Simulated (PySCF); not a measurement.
# Orbital picture of PtH

TPSSh at R = 1.521 Å; basis H def2-TZVPP, Pt def2-TZVPP with ECP60; scalar-relativistic core potentials; PySCF 2.14. State: ²Σ⁺ (doublet), unpaired electrons σ ↑. Only the outer orbitals are listed, counted within each symmetry, core potentials removing the inner ones.

```csv
spin,orbital,occ.,ε (eV),on H (%),main shells (%)
α,3σ,1,-10.21,44,"44 Pt d, 44 H s, 11 Pt s"
α,2π,1,-6.75,1,99 Pt d
α,2π,1,-6.75,1,99 Pt d
α,1δ,1,-6.36,0,100 Pt d
α,1δ,1,-6.36,0,100 Pt d
α,4σ,1,-6.34,5,"58 Pt s, 36 Pt d"
α,5σ,0,-2.18,24,"45 Pt p, 24 H s, 21 Pt s"
α,3π,0,-0.31,1,99 Pt p
α,3π,0,-0.31,1,99 Pt p
β,3σ,1,-9.98,49,"49 H s, 36 Pt d, 14 Pt s"
β,2π,1,-6.59,1,99 Pt d
β,2π,1,-6.59,1,99 Pt d
β,1δ,1,-5.71,0,100 Pt d
β,1δ,1,-5.71,0,100 Pt d
β,4σ,0,-4.35,2,"59 Pt s, 40 Pt d"
β,5σ,0,-1.93,23,"44 Pt p, 23 H s, 19 Pt s"
β,3π,0,0.22,1,99 Pt p
```

Task: Which are the highest filled and the lowest empty level, where do they sit, and how wide is the gap?

Result: Highest filled β 1δ at -5.71 eV (in %: 100 Pt d); lowest empty β 4σ at -4.35 eV (in %: 59 Pt s, 40 Pt d); the gap at TPSSh is 1.36 eV.

| Quantity | Value |
| --- | --- |
| bond order (Mayer) | 1.09 |
| ⟨S²⟩ | 0.752 |
| charge on H (Mulliken, basis-dependent) | -0.03 |
| charge on H (Löwdin, basis-dependent) | -0.19 |
| dipole moment (positive dipole means H(−)Pt(+)) | 1.24 D |

Spin–orbit coupling is left out. With d or f electrons several states lie close, and the lowest PBE0 determinant need not be the measured ground state.
